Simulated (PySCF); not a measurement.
## As (arsenic, neutral) across methods

[Ar] 3d10 4s1 4p3 4d1, high-spin 6D determinant (an excited configuration). Calculation: PySCF 2.14, in aug-cc-pwCVDZ-PP with ECP10MDF; a scalar-relativistic core potential.

| method | E (hartree) | mean ε 4s α (eV) | mean ε 4p α (eV) | mean ε 4d α (eV) | Σ⟨r²⟩ (bohr²) | ⟨S²⟩ |
| --- | --- | --- | --- | --- | --- | --- |
| r2SCAN | -331.7172 | -19.482 | -8.976 | 1.496 | 47.32 | 8.752 |
| PW91 | -331.9377 | -18.536 | -8.494 | 1.425 | 47.57 | 8.751 |
| wB97M-V | -331.6223 | -23.319 | -11.926 | -0.401 | 47.42 | 8.751 |
| PBE0 | -331.7969 | -20.685 | -9.816 | 0.831 | 47.40 | 8.751 |
| UHF | -330.69252 | -26.724 | -13.417 | -0.720 | 47.43 | 8.752 |
| LDA | -331.2917 | -18.667 | -8.537 | 1.513 | 47.67 | 8.751 |
| PBE | -331.8172 | -18.455 | -8.449 | 1.448 | 47.61 | 8.751 |
| TPSS | -331.7491 | -18.618 | -8.519 | 1.494 | 47.52 | 8.751 |
| r2SCAN0 | -331.7185 | -21.408 | -10.174 | 0.905 | 47.23 | 8.751 |

Energies and moments cover only the electrons outside the core potential. The outer electron is Rydberg-like, and this basis confines it to a smaller radius and binds it less than a complete one would.

The highest occupied level is positive at r2SCAN, PW91, PBE0, LDA, PBE, TPSS, r2SCAN0: only the finite basis holds that electron, which in a density functional comes from self-interaction.
